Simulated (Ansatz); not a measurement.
Calculated with Ansatz (gas phase, PBE0-D4/def2-TZVP geometries, no zero-point term in ΔE). CCSD(T)/CBS adds triple-zeta CCSD(T) − MP2 to the extrapolated MP2 energy (def2 sets, frozen cores). This one scheme is used for every species. DFT in def2-TZVPP. B3LYP here is the variant with VWN-RPA as its local correlation; programs differ in this. For Ge outer-core shells are correlated without core-valence functions, which leaves a few kJ/mol of doubt a bond. Scalar relativity is left out up to krypton. Each species was taken in one conformer, which may not be the lowest.

Reaction (formal exchange of groups at the Si–B bond): `OB(F)[SiH2][SiH3]` + `[GeH3][SiH2][GeH3]` → `[SiH3][SiH2][GeH2][SiH2][GeH3]` + `OBF`

Question: Is it downhill or uphill in electronic energy at CCSD(T)/CBS, and by how much? (Best estimate.)

Answer: The calculation gave: Downhill: ΔE = -12.8 kcal/mol.

Question: What do these levels give: PBE-D4, B3LYP-D4, ωB97X-V, B2PLYP, PBE, r2SCAN, B3LYP, MP2/def2-TZVPP, CCSD(T)/def2-TZVPP, HF/def2-QZVPP, MP2/def2-QZVPP, CCSD/CBS(def2)? (Best estimate.)

Answer: Ansatz gave: PBE-D4 -11.6, B3LYP-D4 -12.3, ωB97X-V -10.9, B2PLYP -10.7, PBE -9.5, r2SCAN -10.7, B3LYP -9.0, MP2/def2-TZVPP -13.9, CCSD(T)/def2-TZVPP -12.3, HF/def2-QZVPP -9.2, MP2/def2-QZVPP -14.2, CCSD/CBS(def2) -12.4 kcal/mol.

Largest T1 diagnostic among the species: 0.014.

In def2-TZVPP, CCSD(T) changes the Hartree–Fock value by −2.8 kcal/mol (the triples alone add −0.4 kcal/mol) and MP2 by −4.5 kcal/mol. The D4 term adds −3.3 kcal/mol with B3LYP and −2.0 kcal/mol with PBE0; it sums over pairs of atoms, weighted by their polarisabilities, and B3LYP, whose exchange is more repulsive, gets the larger term.
